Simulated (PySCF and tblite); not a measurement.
Values are calculated unless marked as measured or tabulated.
5 constitutional isomers of C6H4FN3:

```json
{"isomer": "A", "SMILES": "[CH3:1][c:2]1[cH:3][n:4][c:5]([F:6])[n:7][c:8]1[C:9]#[N:10]"}
{"isomer": "B", "SMILES": "[CH3:1][c:2]1[n:3][cH:4][n:5][c:6]([C:7]#[N:8])[c:9]1[F:10]"}
{"isomer": "C", "SMILES": "[CH3:1][c:2]1[cH:3][c:4]([F:5])[c:6]([C:7]#[N:8])[n:9][n:10]1"}
{"isomer": "D", "SMILES": "[N:1]#[C:2][C@H:3]([F:4])[CH2:5][CH:6]([C:7]#[N:8])[C:9]#[N:10]"}
{"isomer": "E", "SMILES": "[N:1]#[C:2][C:3]([C:4]#[N:5])([C:6]#[N:7])[CH2:8][CH2:9][F:10]"}
```

Protocol: conformer search, at most 4 conformers an isomer, GFN2-xTB geometries, energies B3LYP/def2-SVP (IEF-PCM, tetrahydrofuran) (D3(BJ) added where defined), GIAO shieldings KT2/pcSseg-1 (IEF-PCM, tetrahydrofuran), weights at 298.15 K with GFN2-xTB thermal terms. Programs: PySCF with density fitting and tblite.

Q: What shifts does each isomer give (ppm; of two unlike H on one atom, a is the less shielded)?

A: 
A: ¹H (against TMS): 8.87 (H3, 1H), 2.66 (H1, 3H). ¹³C (against TMS): 163.1 (C5), 158.3 (C3), 137.9 (C8), 135.4 (C2), 112.3 (C9), 18.1 (C1).

B: ¹H (against TMS): 8.91 (H4, 1H), 2.95 (H1, 3H). ¹³C (against TMS): 164.0 (C9), 155.2 (C2), 149.0 (C4), 120.8 (C6), 110.5 (C7), 22.9 (C1).

C: ¹H (against TMS): 7.46 (H3, 1H), 3.10 (H1, 3H). ¹³C (against TMS): 168.6 (C4), 158.4 (C2), 121.4 (C6), 111.6 (C7), 110.7 (C3), 25.8 (C1).

D: ¹H (against TMS): 5.99 (H3, 1H), 4.37 (H6, 1H), 2.90 (H5a, 1H), 2.88 (H5b, 1H). ¹³C (against TMS): 112.0 (C2), 109.3 (C9), 109.0 (C7), 81.4 (C3), 43.1 (C5), 19.9 (C6).

E: ¹H (against TMS): 5.54 (H9, 2H), 2.99 (H8, 2H). ¹³C (against TMS): 105.4 (C2/C4/C6), 85.8 (C9), 46.3 (C8), 26.9 (C3).

The conformer set may be incomplete (the search or the number kept was capped). Shifts are unscaled: against experiment ¹³C can be off by 15 ppm or more and ¹H by 0.8 ppm.
